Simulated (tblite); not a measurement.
Record of a relaxation.

Species: C6H5BFO2 (doublet state).
Numbering: `[OH:1][B:2]([OH:3])[c:4]1[c:5][cH:6][cH:7][c:8]([F:9])[cH:10]1` (hydrogens: H11 on O1; H12 on O3; H13 on C6; H14 on C7; H15 on C10)
Bond orders are those of one Lewis drawing.

Computed with GFN2-xTB (tblite), gas phase: L-BFGS steps from a force-field or distance-geometry start until the largest atomic force falls under 0.01 eV/Å. 11 of its 103 geometries are shown.

Step 0: E = -799.6529 eV, largest atomic force 4.166 eV/Å
```
atom  x, y, z in Å  |  force x, y, z in eV/Å
O1      2.759   -0.947    0.782   -1.497   1.651  -0.926
B2      1.939   -0.607   -0.422    2.876   2.813   1.081
O3      2.688    0.229   -1.379   -0.877  -0.310   1.559
C4      0.433   -0.174   -0.264    0.773  -0.826  -0.532
C5     -0.026    1.030   -0.740   -1.830  -0.651   0.612
C6     -1.378    1.369   -0.587    1.294   0.198  -0.222
C7     -2.205    0.478    0.062   -0.599  -0.644   0.494
C8     -1.732   -0.739    0.563   -0.005   0.432  -0.250
F9     -2.592   -1.591    1.192    0.465   0.483  -0.329
C10    -0.400   -1.073    0.397   -1.340   0.038   0.365
H11     2.872   -0.070    1.263    0.035  -1.888  -0.846
H12     2.749    1.113   -0.946    0.127  -1.123  -0.877
H13    -1.779    2.307   -0.943    0.074  -0.034  -0.039
H14    -3.256    0.693    0.213    0.053   0.141  -0.109
H15    -0.075   -2.011    0.787    0.450  -0.280   0.019
```

Step 10: E = -801.0181 eV, largest atomic force 1.915 eV/Å
```
atom  x, y, z in Å  |  force x, y, z in eV/Å
O1      2.439   -0.753    0.893    1.397   0.376   1.255
B2      2.003   -0.265   -0.275   -0.316   0.522   0.010
O3      2.747    0.355   -1.219    0.519   0.622  -0.219
C4      0.399   -0.281   -0.330   -0.071  -0.247   0.150
C5     -0.167    0.876   -0.779   -0.058   0.117   0.051
C6     -1.442    1.327   -0.579    0.353  -0.029  -0.232
C7     -2.303    0.464    0.091    0.073   0.038  -0.150
C8     -1.790   -0.750    0.543    0.113  -0.188   0.052
F9     -2.643   -1.572    1.221    0.247   0.137  -0.174
C10    -0.465   -1.151    0.380   -0.067   0.415  -0.132
H11     3.279   -0.480    1.363   -1.129  -0.552  -1.226
H12     3.056    1.257   -1.422   -0.557  -1.149   0.487
H13    -1.696    2.312   -0.947   -0.395  -0.175   0.124
H14    -3.343    0.740    0.227    0.142  -0.181   0.161
H15    -0.076   -2.072    0.811   -0.250   0.295  -0.156
```

Step 20: E = -801.4296 eV, largest atomic force 0.525 eV/Å
```
atom  x, y, z in Å  |  force x, y, z in eV/Å
O1      2.466   -0.653    1.030    0.391  -0.346  -0.053
B2      1.997   -0.237   -0.161    0.066   0.111   0.231
O3      2.924    0.203   -1.071    0.060   0.292   0.159
C4      0.417   -0.157   -0.279   -0.134  -0.069  -0.056
C5     -0.203    0.952   -0.791    0.237   0.228   0.071
C6     -1.500    1.348   -0.633    0.141  -0.065  -0.022
C7     -2.309    0.457    0.064   -0.123   0.080  -0.057
C8     -1.769   -0.749    0.493   -0.136   0.181   0.116
F9     -2.594   -1.581    1.181    0.167  -0.029  -0.157
C10    -0.434   -1.091    0.344   -0.286   0.211   0.139
H11     3.433   -0.612    1.069   -0.357  -0.108   0.118
H12     2.860    1.120   -1.327   -0.215  -0.174  -0.428
H13    -1.870    2.306   -0.986    0.036  -0.297   0.027
H14    -3.336    0.723    0.273    0.001  -0.188   0.031
H15    -0.088   -2.022    0.772    0.153   0.173  -0.118
```

Step 31: E = -801.8229 eV, largest atomic force 0.281 eV/Å
```
atom  x, y, z in Å  |  force x, y, z in eV/Å
O1      2.502   -0.883    0.996    0.210   0.142   0.092
B2      2.033   -0.178   -0.053   -0.034  -0.013  -0.084
O3      2.946    0.425   -0.856   -0.027   0.027  -0.076
C4      0.459   -0.042   -0.202   -0.068  -0.009   0.017
C5     -0.182    1.055   -0.718    0.115   0.076   0.025
C6     -1.509    1.356   -0.626    0.084   0.087  -0.088
C7     -2.327    0.463    0.056    0.047   0.045  -0.117
C8     -1.748   -0.712    0.500   -0.069   0.028   0.043
F9     -2.547   -1.613    1.111   -0.006  -0.139   0.055
C10    -0.402   -0.988    0.375   -0.030  -0.092   0.080
H11     3.453   -0.780    1.104   -0.196  -0.198  -0.033
H12     2.622    0.900   -1.619   -0.063   0.053   0.016
H13    -1.919    2.252   -1.061   -0.032   0.098   0.010
H14    -3.371    0.671    0.227   -0.033  -0.059  -0.045
H15    -0.013   -1.920    0.745    0.102  -0.046   0.106
```

Step 41: E = -801.8640 eV, largest atomic force 0.152 eV/Å
```
atom  x, y, z in Å  |  force x, y, z in eV/Å
O1      2.494   -0.864    1.005    0.029  -0.076  -0.053
B2      2.037   -0.156   -0.043   -0.001   0.029   0.019
O3      2.903    0.438   -0.905   -0.024  -0.135   0.066
C4      0.466   -0.006   -0.148    0.014  -0.017   0.027
C5     -0.156    1.096   -0.669    0.015  -0.007  -0.025
C6     -1.490    1.370   -0.628    0.013   0.055  -0.002
C7     -2.311    0.441    0.001   -0.016   0.026   0.005
C8     -1.734   -0.715    0.496   -0.023  -0.015   0.017
F9     -2.540   -1.623    1.092   -0.007  -0.065   0.008
C10    -0.379   -0.967    0.429   -0.012   0.024   0.021
H11     3.445   -0.932    1.064    0.138   0.019   0.007
H12     2.489    0.906   -1.625    0.020   0.102  -0.060
H13    -1.903    2.273   -1.044   -0.052   0.081  -0.036
H14    -3.368    0.618    0.119   -0.071  -0.037  -0.046
H15     0.043   -1.873    0.833   -0.023   0.017   0.052
```

Step 51: E = -801.8873 eV, largest atomic force 0.124 eV/Å
```
atom  x, y, z in Å  |  force x, y, z in eV/Å
O1      2.559   -0.927    0.962    0.065   0.009  -0.034
B2      2.046   -0.174   -0.030   -0.019   0.074   0.038
O3      2.869    0.396   -0.948    0.015  -0.016   0.064
C4      0.473    0.039   -0.063    0.015   0.013  -0.002
C5     -0.153    1.131   -0.606    0.041   0.015  -0.036
C6     -1.494    1.385   -0.623    0.036   0.004   0.062
C7     -2.326    0.428   -0.049    0.001  -0.015   0.047
C8     -1.742   -0.700    0.500    0.004  -0.064  -0.024
F9     -2.541   -1.644    1.047   -0.072   0.007   0.028
C10    -0.379   -0.913    0.512    0.028  -0.013   0.002
H11     3.516   -0.996    0.978   -0.096   0.005  -0.079
H12     2.429    0.936   -1.601    0.028   0.031  -0.044
H13    -1.911    2.289   -1.041    0.024  -0.023  -0.040
H14    -3.396    0.555   -0.014   -0.038   0.013  -0.032
H15     0.045   -1.798    0.955   -0.031  -0.039   0.050
```

Step 61: E = -801.8955 eV, largest atomic force 0.045 eV/Å
```
atom  x, y, z in Å  |  force x, y, z in eV/Å
O1      2.581   -0.942    0.940   -0.036  -0.012  -0.025
B2      2.044   -0.159   -0.015    0.006  -0.004   0.023
O3      2.864    0.409   -0.937   -0.018   0.007   0.005
C4      0.471    0.050   -0.021    0.005   0.001  -0.017
C5     -0.149    1.137   -0.578    0.003   0.002  -0.010
C6     -1.490    1.384   -0.617   -0.004  -0.008  -0.004
C7     -2.329    0.420   -0.064   -0.010  -0.011  -0.010
C8     -1.751   -0.702    0.505    0.012   0.003   0.001
F9     -2.563   -1.645    1.037    0.000   0.016   0.010
C10    -0.385   -0.903    0.552    0.018   0.006   0.013
H11     3.533   -1.030    0.884    0.034  -0.003   0.002
H12     2.442    0.955   -1.598   -0.006   0.019   0.017
H13    -1.902    2.280   -1.056    0.010  -0.011  -0.012
H14    -3.401    0.532   -0.076   -0.010   0.014   0.009
H15     0.030   -1.779    1.023   -0.005  -0.019  -0.001
```

Step 71: E = -801.9025 eV, largest atomic force 0.078 eV/Å
```
atom  x, y, z in Å  |  force x, y, z in eV/Å
O1      2.600   -1.026    0.865   -0.021   0.017  -0.031
B2      2.042   -0.170   -0.011    0.015  -0.022   0.017
O3      2.839    0.490   -0.892   -0.015   0.048  -0.019
C4      0.472    0.029    0.003   -0.005  -0.008  -0.071
C5     -0.134    1.102   -0.595    0.003   0.015  -0.015
C6     -1.472    1.355   -0.666   -0.015  -0.007   0.021
C7     -2.319    0.414   -0.087   -0.024   0.021   0.053
C8     -1.756   -0.690    0.533    0.004   0.026   0.007
F9     -2.578   -1.597    1.109   -0.009   0.024  -0.039
C10    -0.394   -0.903    0.594    0.032  -0.012  -0.030
H11     3.553   -1.084    0.788    0.058  -0.034   0.018
H12     2.391    1.090   -1.490    0.031  -0.040   0.060
H13    -1.867    2.240   -1.143   -0.022  -0.057   0.005
H14    -3.390    0.537   -0.102   -0.048   0.013  -0.016
H15     0.008   -1.781    1.073    0.016   0.016   0.041
```

Step 82: E = -801.9097 eV, largest atomic force 0.108 eV/Å
```
atom  x, y, z in Å  |  force x, y, z in eV/Å
O1      2.616   -1.107    0.778   -0.025  -0.023  -0.014
B2      2.048   -0.188   -0.023    0.008   0.033  -0.023
O3      2.838    0.583   -0.819    0.037  -0.069   0.074
C4      0.474   -0.008   -0.023   -0.014   0.010  -0.016
C5     -0.129    1.048   -0.656   -0.023   0.033   0.011
C6     -1.464    1.319   -0.713   -0.014  -0.013  -0.036
C7     -2.319    0.420   -0.082    0.014   0.013  -0.009
C8     -1.760   -0.669    0.563   -0.011  -0.015   0.015
F9     -2.593   -1.543    1.173    0.002  -0.034   0.021
C10    -0.400   -0.904    0.612    0.006   0.001  -0.012
H11     3.572   -1.143    0.715    0.004  -0.004   0.003
H12     2.373    1.226   -1.351   -0.020   0.041  -0.038
H13    -1.864    2.178   -1.228    0.021   0.026  -0.010
H14    -3.389    0.561   -0.093   -0.010  -0.009   0.015
H15    -0.007   -1.767    1.125    0.023   0.010   0.017
```

Step 92: E = -801.9136 eV, largest atomic force 0.037 eV/Å
```
atom  x, y, z in Å  |  force x, y, z in eV/Å
O1      2.596   -1.179    0.699    0.015  -0.005   0.003
B2      2.043   -0.194   -0.033    0.014   0.023  -0.024
O3      2.850    0.633   -0.749    0.016  -0.022   0.021
C4      0.470   -0.012   -0.044    0.007   0.014   0.014
C5     -0.138    1.027   -0.700   -0.009   0.014   0.002
C6     -1.473    1.295   -0.753   -0.007  -0.023  -0.026
C7     -2.322    0.412   -0.091    0.008   0.008   0.026
C8     -1.757   -0.661    0.578    0.000   0.004   0.026
F9     -2.580   -1.521    1.222   -0.004   0.008   0.006
C10    -0.395   -0.888    0.627    0.001   0.015   0.008
H11     3.553   -1.202    0.649   -0.021  -0.024   0.010
H12     2.395    1.313   -1.243    0.006   0.023  -0.017
H13    -1.868    2.147   -1.285   -0.028   0.000   0.005
H14    -3.392    0.557   -0.081    0.008  -0.013  -0.026
H15     0.011   -1.719    1.182   -0.007  -0.022  -0.029
```

Step 102: E = -801.9172 eV, largest atomic force 0.009 eV/Å
```
atom  x, y, z in Å  |  force x, y, z in eV/Å
O1      2.562   -1.223    0.644    0.003  -0.003   0.005
B2      2.042   -0.187   -0.041   -0.002  -0.003   0.000
O3      2.879    0.655   -0.701    0.004  -0.001   0.001
C4      0.470    0.012   -0.050    0.001   0.000  -0.001
C5     -0.152    1.034   -0.720    0.000   0.002   0.002
C6     -1.492    1.279   -0.779    0.000  -0.002   0.000
C7     -2.327    0.402   -0.092   -0.001  -0.001   0.004
C8     -1.747   -0.647    0.602    0.004   0.001   0.003
F9     -2.558   -1.497    1.273    0.004  -0.006  -0.001
C10    -0.383   -0.862    0.640    0.001  -0.003  -0.003
H11     3.517   -1.278    0.605   -0.006  -0.002   0.000
H12     2.455    1.372   -1.170   -0.001   0.008  -0.005
H13    -1.905    2.110   -1.330   -0.001  -0.001  -0.003
H14    -3.399    0.528   -0.091    0.001   0.005  -0.002
H15     0.035   -1.690    1.189   -0.005   0.005   0.000
```

Question: Summarise the path.

Answer: The energy falls by 52.22 kcal/mol from step 0 to step 102; nine tenths of that is first reached at step 26. It falls at every step. The largest force goes from 4.166 to 0.009 eV/Å. Among the bonds O1–B2 changes most, from 1.496 to 1.346 Å; the atoms move by 0.553 Å rms after alignment.

Question: Follow the three bonds and two angles with the largest change from start to end.

Answer: 
```csv
step,E above end (kcal/mol),largest force (eV/Å),O1–B2 (Å),B2–O3 (Å),O1–H11 (Å),B2–O3–H12 (°),B2–O1–H11 (°)
0,52.22,4.166,1.496,1.474,1.007,104.7,104.4
4,31.86,0.770,1.374,1.383,0.956,102.2,104.8
9,20.85,0.663,1.354,1.362,0.954,129.5,123.7
13,16.85,0.947,1.352,1.354,0.978,135.6,121.1
18,12.70,0.454,1.342,1.372,0.965,119.6,113.5
22,9.76,0.874,1.349,1.373,0.966,116.8,112.2
27,3.52,0.508,1.353,1.358,0.956,118.6,112.3
31,2.18,0.281,1.348,1.357,0.963,117.8,112.0
35,1.78,0.142,1.349,1.357,0.958,117.9,113.8
40,1.27,0.145,1.343,1.358,0.956,114.9,115.1
44,1.04,0.177,1.347,1.358,0.955,114.7,115.7
49,0.77,0.155,1.344,1.358,0.961,114.8,115.5
53,0.60,0.095,1.347,1.357,0.959,115.7,115.7
58,0.52,0.049,1.345,1.359,0.959,116.2,114.3
62,0.50,0.049,1.346,1.358,0.957,116.3,114.1
67,0.46,0.089,1.346,1.359,0.959,116.4,113.3
71,0.34,0.078,1.346,1.359,0.957,115.8,113.5
75,0.24,0.061,1.345,1.359,0.959,115.4,113.8
80,0.20,0.050,1.345,1.359,0.958,115.1,114.2
84,0.15,0.044,1.346,1.359,0.958,115.0,113.8
89,0.11,0.036,1.346,1.360,0.958,115.1,114.1
93,0.08,0.040,1.346,1.359,0.958,115.0,113.5
98,0.00,0.046,1.346,1.357,0.958,115.5,114.3
102,0.00,0.009,1.346,1.358,0.958,115.5,114.1
```

The cost below is that of the whole relaxation. Hardware: one thread of an Arm Neoverse V2, no GPU (shared host). Cost: 0.52 s wall.
